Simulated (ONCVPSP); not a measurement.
## Building the ONCV potential for palladium (Pd) (PBEsol, scalar-relativistic).

```
Element                 : Pd (Z = 46)
Generator               : ONCVPSP 4.0.1
Type                    : optimised norm-conserving Vanderbilt (ONCV)
Functional              : PBEsol
Relativity              : scalar-relativistic
Frozen core             : [Ar] 3d10
Valence charge          : 18
Reference configuration : 4s2 4p6 4d9 5s1
Partial waves           : 4s+5s: rc 1.40 bohr, ncon 4, nbas 7, qcut 6.7 1/bohr, 3 projectors, debl 1.1 Ha; 4p: rc 1.50 bohr, ncon 4, nbas 9, qcut 10 1/bohr, 1 projector; 4d: rc 1.45 bohr, ncon 4, nbas 7, qcut 5.7 1/bohr, 2 projectors, debl 3.3 Ha
Local potential         : polynomial inside 1.00 bohr (lpopt 5, dvloc0 -1 Ha)
Core correction         : polynomial model core, fcfact 0.45
```

Task: Estimate the cutoffs (Ha) at which the residual kinetic energy of the hardest occupied pseudo-wave falls to 1 and 0.1 mHa per electron.

Result: 73 Ha and 86 Ha.

Task: Does the potential have ghost states?

Result: No bound ghost flagged; GHOST(+) flagged for s at 545.6 eV.

Task: Which valence shell sets the plane-wave cutoff?

Result: 4d: 73 Ha for 1 mHa per electron, against 28 Ha for 4p.

Task: Tests: 4s2 4p6 4d10 5s0; 4s2 4p6 4d9 5s0; 4s2 4p6 4d8 5s0; 4s2 4p6 4d9.5 5s0. Which has the largest error in its energy relative to the reference configuration, and how large is it?

Result: 4s2 4p6 4d8 5s0, with -2.9 meV (all-electron minus pseudo) on +28.43 eV.
